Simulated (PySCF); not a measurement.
C3H6OSi, SMILES C#C[Si@@H](C)O.

The structure is a stationary point at r2SCAN-D4/def2-SVP. The structure was generated by enumeration; whether it is a known compound was not checked. The values are those of a single conformer.

Two levels are set side by side: TDA-PBE/def2-SVPD (PySCF) and TDA-B3LYP/def2-SVPD (PySCF). Vertical, same geometry. The lowest singlet is HOMO→LUMO 96 % with PBE and HOMO→LUMO 86 % with the other functional; states are paired by order. Differences are taken from unrounded values.

| quantity | TDA-B3LYP | TDA-PBE | TDA-PBE minus TDA-B3LYP |
|---|---|---|---|
| lowest singlet excitation (eV) | 5.82 | 5.66 | -0.16 |
| lowest triplet excitation (TDA) (eV) | 4.86 | 4.84 | -0.02 |
| first bright state (f over 0.05) (eV) | 7.34 | 6.98 | -0.36 |
| its oscillator strength | 0.07 | 0.06 | -0.01 |

Rough cost on one machine, each run with all the roots and properties that it gave: TDA-B3LYP against TDA-PBE within a factor of 2.
